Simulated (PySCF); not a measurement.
# One molecule, several mistakes: GeH5OSi2

All numbers below are calculated, not measured. They come from PySCF 2.14.0, an open-source quantum chemistry program, on an isolated molecule that a program drew, which may never have been made. The molecule is GeH5OSi2 (charge 0, doublet), drawn as the SMILES string `O=[SiH][SiH][GeH3]`.

Each row is a Hartree-Fock (HF) and frozen-core CCSD(T) single point in the cc-pV(D+d)Z basis, meant for a local HF minimum. Run 1 is clean. Each other run has one planted mistake out of seven kinds, and not every kind appears here: one electron removed, one electron added, multiplicity raised by two, geometry at a saddle point, minimal basis STO-3G, one bond length entered in bohr, all coordinates scaled. The reference is restricted for singlets and unrestricted otherwise, and also for a bond in bohr. Adding or removing an electron swaps singlet and doublet. Electrons count all cores. HOMO and LUMO are orbital energies over both spins, the gradient is its largest component, and the lowest frequency (negative if imaginary) is given only where the gradient is small. Bond lengths are over the 8 bonds as drawn. T1 is the CCSD diagnostic: over 0.02 (restricted) or 0.045 (unrestricted) a single reference is doubtful. Germanium has the cc-pVDZ-PP basis, with a core potential (ECP10MDF) in place of its 10 inner electrons, and its 3s, 3p and 3d shells are frozen in CCSD(T).

Geometry of the clean run:
```xyz
9
GeH5OSi2, angstrom
O    -0.7736    2.1090   -2.3531
Si   -0.0245    2.0447   -1.0509
Si   -0.1142    0.1953    0.3355
Ge   -0.8523   -1.8862   -0.6113
H     0.7772    3.1682   -0.5151
H     1.0045    0.1202    1.3042
H    -2.1894   -1.6606   -1.3110
H    -1.0204   -2.9011    0.5221
H     0.1779   -2.4147   -1.6114
```

```
run,electrons,basis functions,<S^2>,HOMO (eV),LUMO (eV),gradient (hartree/bohr),lowest frequency (cm^-1),mean bond (Å),longest bond (Å),T1,HF (hartree),CCSD(T) (hartree),mistake
1,73,108,0.773,-9.08,-0.09,3.6e-05,53,1.7210,2.403,0.0218,-948.98218,-949.50959,no fault
2,73,108,1.632,-9.11,-0.13,6.0e-03,-,1.8913,2.893,0.0408,-948.88180,-949.39598,one bond length entered in bohr
3,72,108,0.000,-16.05,-7.17,4.9e-02,-,1.7210,2.403,0.0290,-948.68406,-949.20910,?
4,73,108,0.769,-9.09,-0.07,7.8e-02,-,1.6522,2.307,0.0200,-948.96600,-949.48642,?
```

**Which mistake was planted in run 3, and what did it cost?**

It counts 72 electrons, one fewer than the clean run, at the same geometry and basis. So the mistake is: one electron removed. Subtracting run 1 and multiplying by 627.51 kcal/mol a hartree, the energy moved by 187.1 kcal/mol in HF and 188.6 kcal/mol in CCSD(T).

**Which mistake was planted in run 4, and what did it cost?**

The mean and the longest bond both change by the same factor, 0.960, and the gradient is no longer small. So the mistake is: all coordinates scaled. Subtracting run 1 and multiplying by 627.51 kcal/mol a hartree, the energy moved by 10.2 kcal/mol in HF and 14.5 kcal/mol in CCSD(T).

Cautions from the logs. Run 3: T1 is over the limit, so its CCSD(T) energy is less reliable.
